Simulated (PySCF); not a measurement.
## O²⁺ (oxygen, charge +2): PBE calculation

Configuration: [He] 2s1 2p3, high-spin 5S determinant (an excited configuration). Calculation: PySCF 2.14, in aug-cc-pwCVTZ; the non-relativistic Hamiltonian (point nucleus).

```json
{
  "Total energy": "-72.9186 hartree",
  "One-electron energy": "-92.3433 hartree",
  "Hartree (Coulomb) energy": "27.0761 hartree",
  "Exchange-correlation energy": "-7.6514 hartree",
  "Kinetic energy": "72.80338 hartree",
  "⟨S²⟩": "6.0000",
  "⟨L²⟩": "0.000",
  "Sum of ⟨r⟩": "4.385 bohr",
  "Sum of ⟨r²⟩": "4.989 bohr²",
  "Density at the nucleus (Gaussians lack the cusp)": "296 bohr⁻³",
  "Spin density at the nucleus": "9.04 bohr⁻³",
  "Langevin diamagnetic susceptibility": "-3.95 ×10⁻⁶ cm³/mol"
}
```

| shell | electrons | mean orbital energy (hartree) | rms radius, mean of both spins (bohr) |
| --- | --- | --- | --- |
| 1s α | 1 | -20.44347 | 0.232 |
| 1s β | 1 | -20.30840 | 0.232 |
| 2s α | 1 | -2.23922 | 1.11 |
| 2p α | 3 | -1.68220 | 1.10 |
